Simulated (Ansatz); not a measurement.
Molecule: sum formula H$_{3}$Si$_{2}$OCl$_{2}$, charge 0, multiplicity 2. It need not be the lowest isomer of its formula. 
Geometry from a B3LYP-D3(BJ)/def2-TZVP (Ansatz, a first-principles code) optimisation:
```
O
Si 1 1.6140
Si 1 1.6559 2 146.96
H 2 1.4622 1 109.82 3 -177.97
H 3 1.4852 1 106.75 2 169.22
H 3 1.4875 5 111.07 1 118.86
Cl 2 2.0493 4 109.37 1 -120.62
Cl 2 2.0494 4 109.28 1 120.58
```
Charge 0, spin multiplicity 2.

Computed values are from Ansatz. Correlated levels leave the core frozen unless marked. Open shells are spin-unrestricted. No spin-orbit coupling. No relativistic terms. CBS marks a two-point X^-3 extrapolation of the correlation energy; Hartree-Fock from the larger set.

What is the atomisation energy De at CCSD(T)/CBS(cc-pV(T+d)Z,cc-pV(Q+d)Z)?

2683.6 kJ/mol.

What is the T1 diagnostic at CCSD/cc-pV(Q+d)Z?

0.012.

What is the total energy at CCSD(T)/CBS(cc-pV(T+d)Z,cc-pV(Q+d)Z)?

-1574.8192 Eh.

What is the dipole moment at CCSD(T)/aug-cc-pV(D+d)Z?

1.12 D.
